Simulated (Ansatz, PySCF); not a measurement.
This PySCF input computes a r2SCAN/def2-TZVPD energy:

```python
from pyscf import gto, scf, dft

mol = gto.M(
    atom='''
    Se   -1.69319154    0.06242990   -0.02419136
    C    -0.00077143   -0.22172457    0.47130751
    Se    1.69332767   -0.02330204   -0.05898055
    ''',
    basis='def2-tzvpd',
    charge=-1,
    spin=1,
    verbose=4,
)

mf = dft.UKS(mol, xc='r2scan').density_fit(auxbasis='def2-universal-jkfit')
mf.grids.level = 4
mf.conv_tol = 1e-9
mf.max_cycle = 100
mf.max_memory = 1500
mf.kernel()
if not mf.converged:
    mf = mf.newton()
    mf.kernel(mf.make_rdm1())
for _ in range(2):
    mo, _, stable, _ = mf.stability(return_status=True)
    if stable:
        break
    mf.kernel(mf.make_rdm1(mo, mf.mo_occ))
mf.analyze()
```

Q: Write an input for the same energy in Ansatz (a quantum-chemistry and plane-wave program) and say what it gives.

A: 
Ansatz 0.2 input:
```yaml
crystal:
  periodic: [false, false, false]
  atoms:
    - {symbol: Se, position_ang: [-1.69319154, 0.06242990, -0.02419136]}
    - {symbol: C, position_ang: [-0.00077143, -0.22172457, 0.47130751]}
    - {symbol: Se, position_ang: [1.69332767, -0.02330204, -0.05898055]}
basis:
  gaussian:
    orbitals: def2-TZVPD
hamiltonian:
  xc: {name: r2SCAN}
total_charge: -1
magnetization: {spin_polarized: true, initial_magnetization: 1}
output: {forces: true}
```
It gives -4841.20324 Eh, and PySCF -4841.20332 Eh, a difference of 0.08 mEh, from the treatment of integrals and grids.
